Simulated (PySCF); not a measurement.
Q: Give a PBE0-D3(BJ)/def2-SVP geometry of `N#C[C@@]12CC[C@@H]1C2`.

A: 
```
atom  x, y, z in Å
N1     2.7101    1.2497   -0.2160
C2     1.6865    0.7631    0.0306
C3     0.4160    0.1836    0.3333
C4    -0.8139    0.9585    0.8151
C5    -1.7086    0.0760   -0.0939
C6    -0.4766   -0.6897   -0.5604
C7     0.2415   -1.2880    0.5965
H8    -0.9935    0.9171    1.9005
H9    -0.7961    2.0086    0.4963
H10   -2.1823    0.6554   -0.8974
H11   -2.4809   -0.5313    0.4041
H12   -0.2675   -1.0008   -1.5862
H13   -0.3072   -1.5956    1.4941
H14    1.1073   -1.9074    0.3516
```

Orientation and origin are arbitrary. Atoms count from 1 in this order. The C–C distances run from 1.429 Å (C2–C3, drawn single) to 1.551 Å (C4–C5, drawn single), a spread of 0.122 Å. The 4-membered ring C3–C4–C5–C6 has internal angles of 89.5° to 90.3°; it is planar, 0.00 Å rms from its mean plane, widest ring torsion 0°. The 3-membered ring C3–C6–C7 has internal angles of 58.6° to 61.7°.

Bonds between heavy atoms (Å): N1≡C2 1.160, C2–C3 1.429, C3–C4 1.531, C4–C5 1.551, C5–C6 1.524, C6–C7 1.487, C3–C6 1.536, C3–C7 1.505.

Method: PySCF 2.14.0, PBE0-D3(BJ)/def2-SVP geometry optimisation, gas phase.

Point group: C1 (no symmetry element, even within 0.4 Å). PBE0-D3(BJ)/def2-SVP frequencies: not computed here.
